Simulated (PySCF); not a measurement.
CsBr, SMILES [Cs][Br]. Atoms are numbered in the order given.

```xyz
2

Cs     0.0000     0.0000    -1.2229
Br     0.0000     0.0000     1.9217
```
Charge 0, spin multiplicity 1.

The structure is a stationary point at B3LYP-D3(BJ)/def2-TZVPD. The def2 effective core potentials stand for the cores of Cs; spin–orbit coupling is left out.

Method: HF/def2-TZVPD (PySCF).

Mulliken values depend strongly on the basis, most of all with diffuse functions as here. ESP charges are fitted to the potential on shells at 1.4 to 2.0 van der Waals radii. Atomic charges (e):

```csv
atom,ESP fit,Mulliken
Cs1,0.75,0.94
Br2,-0.75,-0.94
```
